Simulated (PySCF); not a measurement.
# Electron correlation in Co (cobalt, neutral)

[Ar] 3d6 4s2 5s1, high-spin 6D determinant (an excited configuration). All numbers are calculated (PySCF 2.14, scalar relativity by spin-free X2C-1e, in aug-cc-pVDZ-DK (7s6p4d2f, 59 functions)). Frozen: [Ar]; 9 electrons correlated.

| level | correlation energy (mhartree) |
| --- | --- |
| CCSD | -170.55 |
| (T) | -4.60 |
| CCSD(T) | -175.15 |

Diagnostics: T1 = 0.019, D1 = 0.0671, largest double amplitude 0.090.

The outer electron is Rydberg-like, and this basis confines it to a smaller radius and binds it less than a complete one would.

Cost of the coupled-cluster step: about 17 core-seconds, for 9 correlated electrons.
